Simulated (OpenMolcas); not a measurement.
# Ir5+: moving or changing the point charges

Ir5+ among 4 point charges of -1.5 e arranged as a tetrahedron (Td), 1.89 Å from the ion.

* Program: OpenMolcas 26.06
* Method: SS-CASPT2, IPEA 0.25 Eh, imaginary shift 0.1 Eh (closed shells correlated: 4f 5s 5p)
* Basis: ANO-RCC-VDZP [7s6p4d2f]
* Scalar Hamiltonian: DKH2, point nucleus
* Active space: 4 electrons in 5 orbitals (5d)
* State averaging: 2S+1 = 5 even, 5 roots; 2S+1 = 3 even, 45 roots; 2S+1 = 1 even, 50 roots
* Spin-orbit coupling: RASSI with atomic mean-field integrals over the reference wave functions

Runs around this geometry, states (labels of Td). Energies in cm-1 above the lowest state or level, χT in cm3 K/mol; under a threefold ground state the first gap can be a small split of the lowest multiplet, not the spin-orbit step.

```json
{"R (Å)": "1.89", "q (e)": "-0.75", "Ground state": "5T2", "First state of that spin": "5E 1880", "First gap with spin-orbit (degeneracies)": "5920 (1, 3)", "χT at 300 K": "0.040", "First state of another spin": "3T1 18410"}
{"R (Å)": "1.71", "q (e)": "-1.5", "Ground state": "5T2", "First state of that spin": "5E 5040", "First gap with spin-orbit (degeneracies)": "5760 (1, 3)", "χT at 300 K": "0.046", "First state of another spin": "3T1 15700"}
{"R (Å)": "1.89", "q (e)": "-1.5", "Ground state": "5T2", "First state of that spin": "5E 3330", "First gap with spin-orbit (degeneracies)": "5820 (1, 3)", "χT at 300 K": "0.042", "First state of another spin": "3T1 17410"}
{"R (Å)": "2.08", "q (e)": "-1.5", "Ground state": "5T2", "First state of that spin": "5E 2230", "First gap with spin-orbit (degeneracies)": "5890 (1, 3)", "χT at 300 K": "0.040", "First state of another spin": "3T1 18170"}
```

Taking the first state of the same spin as R^-n, n = -ln(2230 / 5040) / ln(2.08 / 1.71) = 4.2 between the shortest and longest distance.

Scaling the charges by -0.75 / -1.5 = 0.50 scales the first state of the same spin by 1880 / 3330 = 0.56; with fixed orbitals a first-order splitting would follow the charge.

Roots that are degenerate in the reference are averaged as groups; the widest CASPT2 spread within a group is 230 cm-1 (the 3-fold group of multiplicity 1 near 72700 cm-1 above the lowest state of its run, R = 1.89, q = -1.5). Shifts and gaps below about the spread of the groups concerned are not significant. Point charges give a weaker field than real ligands, and real ions of this kind are as a rule low spin; the high spin found here belongs to the model. Free-ion shares, where given, are those of the reference states; single-state CASPT2 does not remix them. Spin-orbit coupling mixes the spin-free states strongly: the lowest level takes only 40 % from its leading state, 5T2 (figures for R = 1.89, q = -0.75; the like holds for R = 1.71, q = -1.5, R = 1.89, q = -1.5, R = 2.08, q = -1.5). The ground term spreads over less than 5000 cm-1, several times less than with real ligands, so orbital moments are less quenched and χT lies further from the spin-only value than at real sites (holds for R = 1.89, q = -0.75; R = 1.89, q = -1.5; R = 2.08, q = -1.5). This is an electrostatic model: the charges have no orbitals. No measured value stands beside these numbers.
